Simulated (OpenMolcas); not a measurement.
# Cl3+: the spin-orbit constant, Slater's ratio, worked from levels

```
Program             : OpenMolcas
Basis               : ANO-R2 [5s4p3d1f]
Scalar Hamiltonian  : X2C, finite nucleus
Active space        : 4 electrons in 8 orbitals (3s 3p 4s 4p)
State averaging     : 2S+1 = 3 even, 3 roots; 2S+1 = 1 even, 12 roots; 2S+1 = 5 odd, 1 root; 2S+1 = 3 odd, 9 roots; 2S+1 = 1 odd, 8 roots
Spin-orbit coupling : state interaction with AMFI integrals over the reference wave functions, term energies averaged over their components
```

Methods: CASSCF; MS-CASPT2, IPEA 0.25 Eh, imaginary shift 0.1 Eh (closed shells correlated: 2s 2p). Measured levels: Moore, Atomic Energy Levels, vol. I, NSRDS-NBS 35 (1971 reprint of NBS Circular 467, 1949).

**The spin-orbit constant.** For the Hund term 3P of p2, E(J) = (A/2) J(J+1) + constant and ζ = 2S·A = 2A. From J = 0 to J = 2 the energy changes by 3 A.

```json
{"Source": "CASSCF", "E(2) - E(0)": "1217.4", "A": "405.8", "ζ": "812"}
{"Source": "MS-CASPT2", "E(2) - E(0)": "1210.4", "A": "403.5", "ζ": "807"}
{"Source": "measured", "E(2) - E(0)": "1341.0", "A": "447.0", "ζ": "894"}
```

All in cm-1. MS-CASPT2 is off by -9.7 % and CASSCF by -9.2 %. Both methods take the spin-orbit matrix elements from the reference wave functions, so the second can move ζ only through the term energies and any multistate remixing. Second-order mixing with other terms is absorbed into this ζ.

**Slater's ratio.** With one set of orbitals, p2 has 1D - 3P = 6 F2 and 1S - 1D = 9 F2 (F2 = F²/25), a ratio of 3/2. Term energies are centres of gravity, weighted by 2J + 1.

```tsv
Source	1D - 3P	1S - 3P	F2 from the first	Ratio
CASSCF	15906	29522	2651	0.856
MS-CASPT2	13189	31490	2198	1.388
measured	12857	31641	2143	1.461
```

Energies in cm-1. A ratio away from 3/2 shows effects beyond one configuration with one set of orbitals, and in heavier atoms second-order spin-orbit shifts. In CASSCF the valence s occupation is 1.91 in 1S against 1.97 in 1D: mixing out of s² acts most on 1S and pulls it down.

Term energies are means over components that CASPT2 splits; among the terms shown or strongly mixed into the levels shown the widest spread is 100 cm-1 (3s2 3p2 1D, MS-CASPT2). Over all roots computed the reference weight is 0.83 to 0.98 in MS-CASPT2; the roots of lowest weight are the least certain, and an intruder state may touch them. Active for correlation alone: 4p 4s; no level in the range computed is led by a configuration that fills them, so any true level of that kind is missing. Measured partners are found by configuration, term and J. A level has none where our copy of the source lacks it or the pairing is in doubt (some pairs that miss far off the trend of their configuration count as doubtful), and it then counts in no deviation. Levels of configurations outside the active space are missing.
